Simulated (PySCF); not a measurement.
PySCF input for H₈N₂OSi₂, SMILES [SiH2](N[SiH2]N)O, PBE0-D3(BJ)/def2-SVP. Geometry optimised at PBE0-D3(BJ)/def2-SVP. This is a generated structure with no PubChem entry under its InChIKey; it may be hypothetical. Other conformers were not sampled.

```python
import numpy as np
from pyscf import gto, scf, dft, df
from pyscf.hessian import thermo

mol = gto.M(
    atom='''
    N    -1.52580544    1.58779160   -1.59379085
    Si   -1.36056134    0.03811192   -0.85698009
    N    -0.37924788   -0.03482984    0.58699671
    Si    1.08716944   -0.90371413    0.90016180
    O     2.43162195    0.07091307    1.05926933
    H    -2.31420309    2.18473157   -1.37767396
    H    -0.73404018    2.12059900   -1.93286381
    H    -0.69715450   -0.91358731   -1.79390040
    H    -2.76616494   -0.36725328   -0.55512403
    H    -0.71479733    0.52974719    1.36570584
    H     1.24408472   -1.86130369   -0.23431102
    H     1.02008515   -1.60045508    2.21198815
    H     2.67207456    0.58791579    0.28503935
    ''',
    basis='def2-SVP',
    charge=0,
    spin=0,
    max_memory=1600,
    verbose=3,
)
mf = dft.RKS(mol, xc='pbe0').density_fit(auxbasis='def2-universal-jkfit')
mf.disp = 'd3bj'
mf.grids.level = 3
mf.conv_tol = 1e-11
mf.max_cycle = 100
mf.kernel()

# [left out here: the lines that compute and print the analytic Hessian (its translational invariance restored by hand, since the grid's response is missing), thermochemistry and intensities]
```

Log of the run:

```
converged SCF energy = -767.868856648008

WARN: DFTD3 does not support analytical Hessian, using finite difference


WARN: Mole.unit (angstrom) is changed to Bohr

Mode                                 0                   1                   2
Irrep
Freq [cm^-1]                       24.3142             47.4021            146.1260
Reduced mass [au]                   2.1942              3.7488              1.4865
Force const [Dyne/A]                0.0008              0.0050              0.0187
Char temp [K]                      34.9826             68.2011            210.2428
Normal mode                   x     y     z       x     y     z       x     y     z
       0   N                 0.10 -0.02 -0.06    0.08  0.03  0.05    0.10  0.00  0.08
       1  Si                -0.04  0.01  0.05    0.03 -0.01 -0.02   -0.03 -0.03  0.01
       2   N                -0.03 -0.07  0.04   -0.07 -0.09  0.04    0.02  0.03 -0.03
       3  Si                 0.02 -0.00 -0.05   -0.02  0.01  0.04   -0.00 -0.00 -0.03
       4   O                -0.04  0.06  0.02   -0.03  0.06 -0.13   -0.03  0.02  0.00
       5   H                 0.28  0.16  0.10    0.06  0.02  0.03   -0.23 -0.22 -0.54
       6   H                 0.16 -0.18 -0.18    0.10  0.06  0.15    0.09  0.12  0.23
       7   H                -0.16 -0.07  0.05    0.10  0.04 -0.02   -0.12 -0.19  0.10
       8   H                -0.07  0.17  0.13    0.01 -0.03 -0.14   -0.07  0.09 -0.02
       9   H                -0.05 -0.14  0.08   -0.11 -0.12  0.05    0.13  0.20 -0.10
      10   H                 0.06  0.10 -0.14   -0.03 -0.10  0.13   -0.01  0.01 -0.04
      11   H                 0.08 -0.12 -0.11    0.06  0.14  0.12    0.02 -0.04 -0.04
      12   H                -0.08  0.15  0.07   -0.05 -0.06 -0.21   -0.10  0.12  0.05
Mode                                 3                   4                   5
Irrep
Freq [cm^-1]                      197.5330            216.4386            259.2665
[...]
       4   O                 0.02  0.01  0.03   -0.05 -0.05  0.02   -0.05 -0.06  0.04
       5   H                -0.04  0.01  0.04   -0.08 -0.23  0.08    0.05  0.12 -0.05
       6   H                -0.11  0.27 -0.13   -0.10  0.20 -0.03    0.10 -0.20  0.07
       7   H                 0.06 -0.04  0.07    0.05  0.43 -0.40    0.09 -0.26  0.32
       8   H                 0.01 -0.21 -0.09    0.03  0.02  0.29   -0.01  0.08 -0.01
       9   H                 0.02 -0.11  0.00    0.10  0.05  0.08    0.12 -0.08  0.10
      10   H                -0.42  0.02 -0.07    0.14 -0.05  0.06    0.01  0.00  0.01
      11   H                 0.14  0.09  0.04    0.07  0.12  0.04    0.42  0.20  0.09
      12   H                -0.20 -0.13 -0.14   -0.21 -0.13 -0.09   -0.33 -0.20 -0.16
Mode                                18                  19                  20
Irrep
Freq [cm^-1]                      909.4671            934.4893            949.9733
Reduced mass [au]                   1.2295              1.1904              1.2348
Force const [Dyne/A]                0.5992              0.6125              0.6565
Char temp [K]                    1308.5207           1344.5221           1366.8000
Normal mode                   x     y     z       x     y     z       x     y     z
       0   N                -0.02 -0.03  0.01   -0.04  0.03 -0.00    0.01 -0.00  0.01
       1  Si                 0.03  0.01  0.02    0.01 -0.05  0.01   -0.02  0.00 -0.03
       2   N                -0.02  0.02  0.01   -0.01  0.01 -0.01    0.05 -0.02  0.03
       3  Si                 0.06 -0.01 -0.00    0.03  0.01 -0.00   -0.03 -0.04  0.01
       4   O                -0.04 -0.02  0.01   -0.01 -0.00  0.00    0.02  0.03 -0.02
       5   H                 0.02  0.04 -0.05    0.03  0.17 -0.11   -0.01 -0.04  0.02
       6   H                 0.03 -0.10  0.02    0.06 -0.08  0.04   -0.01  0.01  0.00
       7   H                -0.41  0.01 -0.30    0.41  0.21  0.03    0.22  0.03  0.11
       8   H                -0.08  0.02 -0.39   -0.20  0.67  0.03    0.01  0.06  0.19
       9   H                -0.13  0.05 -0.06   -0.08  0.04 -0.06    0.19 -0.04  0.11
      10   H                -0.25  0.19 -0.20   -0.17 -0.05  0.02   -0.04  0.44 -0.40
      11   H                -0.22  0.32  0.15   -0.18 -0.04 -0.04   -0.12  0.42  0.24
      12   H                -0.14 -0.07 -0.06   -0.04 -0.03 -0.02    0.15  0.12  0.09
Mode                                21                  22                  23
Irrep
Freq [cm^-1]                      955.3049            970.8992           1200.1541
Reduced mass [au]                   1.6569              1.4621              1.5277
Force const [Dyne/A]                0.8909              0.8121              1.2965
Char temp [K]                    1374.4710           1396.9078           1726.7545
Normal mode                   x     y     z       x     y     z       x     y     z
       0   N                 0.01  0.02 -0.01   -0.03  0.02 -0.01    0.00 -0.00 -0.00
       1  Si                 0.02 -0.01  0.04    0.02 -0.03  0.02   -0.02  0.01 -0.01
       2   N                -0.11  0.06 -0.08    0.06  0.00  0.02    0.12 -0.05  0.08
       3  Si                 0.02 -0.04 -0.00   -0.08 -0.01 -0.01   -0.02  0.00 -0.02
       4   O                 0.00 -0.01  0.01    0.04  0.02  0.00    0.00  0.00  0.00
       5   H                -0.00  0.01  0.01    0.01  0.09 -0.08   -0.00 -0.02  0.02
       6   H                -0.02  0.06 -0.02    0.02 -0.04  0.01   -0.00  0.00 -0.00
       7   H                 0.12  0.03  0.07   -0.20  0.13 -0.29    0.07 -0.02  0.09
       8   H                 0.05 -0.03  0.17   -0.14  0.26 -0.34   -0.02 -0.03 -0.07
       9   H                -0.32  0.14 -0.23    0.12 -0.07  0.10   -0.60  0.23 -0.43
      10   H                 0.31  0.13 -0.09    0.38  0.03  0.03    0.09 -0.04  0.04
      11   H                 0.37  0.24  0.16    0.36  0.07  0.05   -0.05  0.07  0.01
      12   H                -0.04 -0.02 -0.01    0.03  0.03  0.00   -0.01 -0.00 -0.00
Mode                                24                  25                  26
Irrep
Freq [cm^-1]                     1540.6542           2231.6057           2234.3923
Reduced mass [au]                   1.1229              1.0368              1.0426
Force const [Dyne/A]                1.5704              3.0423              3.0669
Char temp [K]                    2216.6584           3210.7838           3214.7931
Normal mode                   x     y     z       x     y     z       x     y     z
       0   N                 0.00 -0.08  0.02   -0.00  0.00  0.00   -0.00 -0.00  0.00
       1  Si                -0.00  0.01 -0.01   -0.03 -0.01  0.00   -0.02  0.01  0.01
       2   N                 0.00  0.00  0.00   -0.00  0.00 -0.00    0.00 -0.00  0.00
       3  Si                 0.00 -0.00  0.00   -0.00  0.01  0.00    0.00 -0.02 -0.02
       4   O                -0.00  0.00 -0.00   -0.00  0.00 -0.00   -0.00 -0.00 -0.00
       5   H                 0.36  0.50 -0.24   -0.01 -0.01  0.00    0.00  0.00  0.00
       6   H                -0.39  0.54  0.03    0.00 -0.01  0.00   -0.00 -0.00  0.00
       7   H                -0.00 -0.00  0.02   -0.06  0.07  0.07    0.19 -0.28 -0.28
       8   H                 0.01 -0.00  0.01    0.89  0.26 -0.20    0.24  0.07 -0.05
       9   H                 0.00  0.00 -0.00   -0.00  0.00 -0.00    0.01 -0.00  0.00
      10   H                -0.00  0.00 -0.00    0.02 -0.15 -0.18   -0.09  0.54  0.64
      11   H                -0.00  0.00  0.00   -0.01 -0.03  0.06    0.00 -0.01  0.00
      12   H                 0.00  0.00  0.00    0.00  0.00  0.00    0.00 -0.00  0.00
Mode                                27                  28                  29
Irrep
Freq [cm^-1]                     2250.3426           2269.4937           3595.3932
Reduced mass [au]                   1.0407              1.0406              1.0742
Force const [Dyne/A]                3.1050              3.1578              8.1815
Char temp [K]                    3237.7420           3265.2961           5172.9704
Normal mode                   x     y     z       x     y     z       x     y     z
       0   N                 0.00  0.00  0.00    0.00 -0.00  0.00    0.00  0.00  0.00
       1  Si                 0.01 -0.02 -0.02   -0.00 -0.00 -0.00    0.00 -0.00  0.00
       2   N                -0.00 -0.00 -0.00    0.00  0.00  0.00    0.02 -0.04 -0.05
       3  Si                 0.00 -0.01 -0.01   -0.00 -0.02  0.03   -0.00  0.00 -0.00
       4   O                -0.00  0.00 -0.00   -0.00 -0.00  0.00   -0.00  0.00 -0.00
       5   H                -0.00 -0.01 -0.00    0.00 -0.00  0.00    0.00 -0.00  0.00
       6   H                 0.00 -0.00 -0.00   -0.00 -0.00 -0.00   -0.00 -0.00  0.00
       7   H                -0.39  0.55  0.55   -0.01  0.01  0.01   -0.00  0.00  0.00
       8   H                 0.02 -0.00 -0.01    0.06  0.02 -0.01    0.00 -0.00  0.00
       9   H                -0.00 -0.00 -0.01    0.00 -0.00  0.00   -0.32  0.53  0.74
      10   H                -0.05  0.29  0.34    0.00 -0.00  0.01   -0.00  0.00  0.00
      11   H                -0.00 -0.01  0.01    0.05  0.46 -0.86   -0.00  0.00  0.00
      12   H                 0.00 -0.00 -0.00   -0.00 -0.00  0.00    0.00 -0.00  0.00
Mode                                30                  31                  32
Irrep
Freq [cm^-1]                     3625.4614           3728.4750           3930.5130
Reduced mass [au]                   1.0501              1.0970              1.0667
Force const [Dyne/A]                8.1319              8.9848              9.7094
Char temp [K]                    5216.2318           5364.4453           5655.1330
Normal mode                   x     y     z       x     y     z       x     y     z
       0   N                 0.00  0.05 -0.01   -0.07  0.01  0.03    0.00  0.00 -0.00
       1  Si                 0.00 -0.00  0.00   -0.00  0.00  0.00    0.00 -0.00  0.00
       2   N                 0.00 -0.00  0.00   -0.00 -0.00  0.00   -0.00 -0.00 -0.00
       3  Si                -0.00  0.00 -0.00    0.00  0.00 -0.00   -0.00 -0.00 -0.00
       4   O                 0.00 -0.00  0.00    0.00  0.00 -0.00    0.02  0.03 -0.05
       5   H                 0.52 -0.37 -0.14    0.55 -0.42 -0.14    0.00  0.00  0.00
       6   H                -0.57 -0.36  0.25    0.50  0.34 -0.22   -0.00 -0.00  0.00
       7   H                 0.00 -0.00 -0.00    0.00 -0.00 -0.00   -0.00  0.00 -0.00
       8   H                -0.00 -0.00  0.00    0.00 -0.00 -0.00   -0.00  0.00 -0.00
       9   H                 0.00 -0.00 -0.00    0.00 -0.00 -0.00    0.00 -0.00 -0.00
      10   H                 0.00 -0.00  0.00   -0.00 -0.00  0.00   -0.00 -0.00 -0.00
      11   H                 0.00 -0.00  0.00   -0.00 -0.00  0.00    0.00 -0.00  0.00
      12   H                 0.00  0.00 -0.00   -0.00 -0.00  0.00   -0.26 -0.53  0.77
temperature 298.1500 [K]
pressure 101325.00 [Pa]
Rotational constants [GHz] 7.25079 1.33866 1.21189
Symmetry number 1
Zero-point energy (ZPE) 0.09173 [Eh]   240834.977 [J/mol]
                           tot       elec      trans        rot        vib
Entropy [J/mol/K]       392.002      0.000    167.168    115.915    108.919
Cv [J/mol/K]            128.888      0.000     12.472     12.472    103.945
Cp [J/mol/K]            137.202      0.000     20.786     12.472    103.945
Internal energy [J/mol]                      3718.434   3718.434 256857.994
Internal energy [Eh]   -767.76819  -767.86886
Enthalpy [J/mol]                             6197.391   3718.434 256857.994
Enthalpy [Eh]          -767.76725
Gibbs free energy [J/mol]                  -43643.868 -30841.559 224383.726
Gibbs free energy [Eh] -767.81176
mode   freq/cm-1   IR/(km/mol)
   1       24.31         3.933
   2       47.40         2.175
   3      146.13        35.013
   4      197.53        19.366
   5      216.44        26.254
   6      259.27        81.794
   7      317.55        93.899
   8      327.81       129.048
   9      486.18        77.739
  10      531.06         9.233
  11      587.02        79.680
  12      709.35        44.314
  13      754.61        39.032
  14      830.26       153.459
  15      841.82        59.950
  16      868.88        63.573
  17      892.85        78.701
  18      899.37       163.302
  19      909.47       347.784
  20      934.49       143.841
  21      949.97        79.557
  22      955.30        77.123
  23      970.90       138.106
  24     1200.15       298.833
  25     1540.65        53.157
  26     2231.61       137.286
  27     2234.39        39.801
  28     2250.34       193.073
  29     2269.49       146.647
  30     3595.39        32.645
  31     3625.46        31.801
  32     3728.47        36.357
  33     3930.51        73.333
max |gradient| / (hartree/bohr): 7.277744464597043e-05
APT charges: [-0.8763  1.61   -1.2312  1.6584 -0.8824  0.1882  0.1977 -0.2712 -0.3018
  0.1851 -0.2878 -0.2936  0.3047]
```

The calculation finished and met its thresholds.
